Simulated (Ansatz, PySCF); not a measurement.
Process, species as SMILES: BN (BNH4) → B[NH-] + H+
Structures are relaxed separately at B3LYP-D3(BJ)/def2-TZVP in Ansatz (a quantum-chemistry and plane-wave program), one conformer each, not searched for the lowest.
Geometry of the first species:
```
B
N 1 1.3876
H 2 1.0069 1 123.31
H 2 1.0069 3 113.37 1 180.00
H 1 1.1928 2 119.04 3 0.00
H 1 1.1928 5 121.92 2 180.00
```

Wanted: gas-phase deprotonation energy (electronic energy difference), in kJ/mol. Valence correlation only, unless marked. Spin-orbit coupling is left out. Non-relativistic. Anions need diffuse functions: aug- sets have them; def2-D sets add few; the other sets have none. Basis-set limits of correlation are two-point, X^-3; Hartree-Fock from the larger set.

CCSD(T)/CBS(def2-TZVPPD,def2-QZVPPD) (Ansatz) gives 1625.6 kJ/mol.

Task: Another calculation gave 1632.7 kJ/mol. Which level was it?
A) BLYP/def2-TZVPD (Ansatz)
B) B97M-V/def2-TZVPD (Ansatz)
C) wB97X-V/def2-TZVPD (Ansatz)
D) HF/def2-TZVPD (PySCF)

Result: C, wB97X-V/def2-TZVPD (Ansatz). The others give 1619.9 (B97M-V), 1608.0 (BLYP), 1665.7 (HF) kJ/mol.
